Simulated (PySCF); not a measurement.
C5H14OSi2.
SMILES with atom numbers: `[CH3:1][CH2:2][O:3][Si@@H:4]([CH3:5])/[CH:6]=[CH:7]/[SiH3:8]` (hydrogens: H9, H10, H11 on C1; H12, H13 on C2; H14 on Si4; H15, H16, H17 on C5; H18 on C6; H19 on C7; H20, H21, H22 on Si8)

Geometry (PBE0-D3(BJ)/def2-SVP, Å), atoms numbered from 1 in this order:
```xyz
22
C5H14OSi2 angstrom
C     -3.551    1.354    0.187
C     -2.751    0.072    0.184
O     -1.379    0.372    0.238
Si    -0.177   -0.755    0.511
C     -0.033   -1.972   -0.903
C      1.394    0.229    0.736
C      2.541   -0.011    0.075
Si     4.117    0.973    0.313
H     -3.271    1.981   -0.673
H     -3.354    1.929    1.104
H     -4.630    1.143    0.130
H     -3.046   -0.558    1.047
H     -2.983   -0.512   -0.728
H     -0.511   -1.496    1.775
H     -0.985   -2.507   -1.048
H      0.743   -2.728   -0.704
H      0.215   -1.456   -1.843
H      1.371    1.055    1.463
H      2.563   -0.834   -0.656
H      5.231    0.084    0.770
H      4.547    1.603   -0.975
H      3.882    2.038    1.334
```

Computed, not measured: TDDFT CAM-B3LYP/def2-SVPD, vertical, gas phase, core orbitals frozen in the response in PySCF 2.14.0, density-fitted response routines.

Transition dipole moments from the ground state, in atomic units and in the frame of the coordinates above (overall signs are arbitrary), for the states with f of 0.002 or more among the lowest 9:

| state | E (eV) | μx | μy | μz |
| --- | --- | --- | --- | --- |
| S2 | 6.606 | -1.357 | -0.375 | 0.242 |
| S3 | 6.877 | -1.319 | -0.141 | 0.248 |
| S4 | 7.470 | 0.002 | -0.008 | 0.131 |
| S6 | 7.695 | -0.113 | 0.119 | -0.073 |
| S7 | 7.880 | -0.185 | 0.016 | 0.179 |
| S8 | 7.983 | 0.125 | -0.095 | -0.104 |
| S9 | 7.999 | 0.226 | -0.232 | -0.149 |

Question: What oscillator strength does each state have?

Answer: f = (2/3) ΔE |μ|² with ΔE in hartree (27.2114 eV).

| state | \|μ\|² (au) | \|μ\| (D) | f |
| --- | --- | --- | --- |
| S2 | 2.041 | 3.63 | 0.330 |
| S3 | 1.820 | 3.43 | 0.307 |
| S4 | 0.017 | 0.33 | 0.003 |
| S6 | 0.032 | 0.46 | 0.006 |
| S7 | 0.067 | 0.66 | 0.013 |
| S8 | 0.035 | 0.48 | 0.007 |
| S9 | 0.127 | 0.91 | 0.025 |

Question: Which bond between heavy atoms lies closest to the direction of the S2 transition dipole?

Answer: C2–O3, at 12° from it; next Si4–C6 and C7–Si8 at 23°.

Question: What angle do the transition dipoles of S2 and S9 make?

Answer: |cos θ| = |μa·μb| / (|μa| |μb|) = 0.50, so θ ≈ 60° (taken between 0 and 90°, since the signs are arbitrary).

Question: How is the summed strength of these states shared among x, y and z?

Answer: (2/3) Σ ΔE μα² gives 0.613 for x, 0.041 for y and 0.037 for z, 0.691 in all.

Question: What peak molar absorption coefficient would the strongest computed level give as a lone Gaussian band 0.3 eV wide at half height?

Answer: ε(max) = 2.175×10⁸ f / FWHM, with the width in cm⁻¹. S2: 2.175×10⁸ × 0.3304 / 2420 ≈ 30000 L mol⁻¹ cm⁻¹.

All these states lie below the vertical ionisation energy of 9.77 eV (ΔSCF).

One conformer stands for the species.
